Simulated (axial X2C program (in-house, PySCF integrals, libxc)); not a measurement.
# CuF⁺: nuclear properties from DFT to coupled cluster

Calculated with an in-house all-electron X2C program for linear molecules (integrals from PySCF): two-component X2C with atomic mean-field Coulomb and Gaunt terms, Gaussian nuclei, basis Cu dyall-acv3z, F dyall-av3z with contracted cores.

R = 1.679 Å (near the PBE0 minimum at charge 1 of the determinant lowest at the starting distance; the state shown can have its own minimum elsewhere); state Ω = 1/2 (⟨Sz⟩ = 0.49, ⟨Lz⟩ = 0.01 at PBE0).

| level | Eeff magnitude (GV/cm) | Ws magnitude Cu (kHz) | A∥/gI Cu (MHz) | qzz Cu (a.u.) | A∥/gI F (MHz) |
| --- | --- | --- | --- | --- | --- |
| PBE0 | 0.798 | 0.533 | 1140 | 2.13 | 195 |
| HF | 0.474 | 0.303 | 705 | 2.35 | 75.6 |
| B3LYP | 0.807 | 0.543 | 1230 | 2.13 | 210 |

Eeff is the effective electric field on the electron electric dipole moment in this Ω state and Ws the scalar–pseudoscalar constant of the nucleus named (defined with the proton number Z and per Ω); A∥ (defined per Ω) follows by multiplying with gI = μI/(I μN); qzz is the electric field gradient, eQq0 = 234.96 MHz × Q/barn × qzz. The operators were transformed with the bare-nucleus X2C matrices; with these basis sets, hyperfine constants and field gradients can be off by tens of per cent, and where levels differ in sign neither size nor sign is settled.

Finite-field MP2, CCSD and CCSD(T), with 25 electrons correlated in 130 natural virtual spinors (MP2 remainder added):

```csv
level,Eeff magnitude (GV/cm),Ws magnitude Cu (kHz),A∥/gI Cu (MHz),qzz Cu (a.u.),A∥/gI F (MHz)
MP2,0.643,0.421,931,2.73,132
CCSD,0.673,0.446,949,2.48,143
CCSD(T),0.709,0.474,1040,2.53,146
```

T1 = 0.023 (Lee–Taylor). One unrestricted determinant, the lowest of a limited PBE0 search, is the reference; the functionals treat spin collinearly. Correlation of the inner shells is missing, which matters for properties at the nucleus. Number of frozen shells: Cu 2 s, 1 p; F 1 s.

**Question.** By how much does correlation change each value, CCSD(T) against HF?

**Answer.** Eeff magnitude 50 %; Ws magnitude Cu 56 %; A∥/gI Cu 48 %; qzz Cu 8 %; A∥/gI F 93 %.
